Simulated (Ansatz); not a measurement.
An input meant for the cluster Cu3H3⁻ (charge -1, doublet).

```yaml
crystal:
  periodic: [false, false, false]
  atoms:
    - {symbol: Cu, position_ang: [0.682071, -0.113475, 0.004988]}
    - {symbol: Cu, position_ang: [2.824058, 1.057739, -0.161090]}
    - {symbol: Cu, position_ang: [-1.758315, -0.359686, 0.363711]}
    - {symbol: H, position_ang: [-3.176434, -0.226364, -0.237068]}
    - {symbol: H, position_ang: [1.780275, 0.206780, -1.109313]}
    - {symbol: D, position_ang: [-0.351654, -0.564984, 1.138772]}
basis:
  gaussian: {orbitals: def2-SVP}
total_charge: -1
magnetization: {spin_polarized: true, initial_magnetization: 1}
hamiltonian: {xc: {name: r2SCANh}, dispersion: d3bj}
output: {forces: true}
```

```sh
$ ansatz run in.yaml --threads 4 --pin off --events-out ev --progress --plain --max-ram 3916MiB
```

Shortened log:

```
Error: YAML parse error: error: line 9 column 16: `D` is not an element symbol (H … Og, case-exact)
 7 |     - {symbol: H, position_ang: [-3.176434, -0.226364, -0.237068]}
 8 |     - {symbol: H, position_ang: [1.780275, 0.206780, -1.109313]}
 9 |     - {symbol: D, position_ang: [-0.351654, -0.564984, 1.138772]}
10 | basis:
11 |   gaussian: {orbitals: def2-SVP}
```

Q: Something in this input is off. What?

A: An element symbol is wrong. The input was rejected before any iteration.
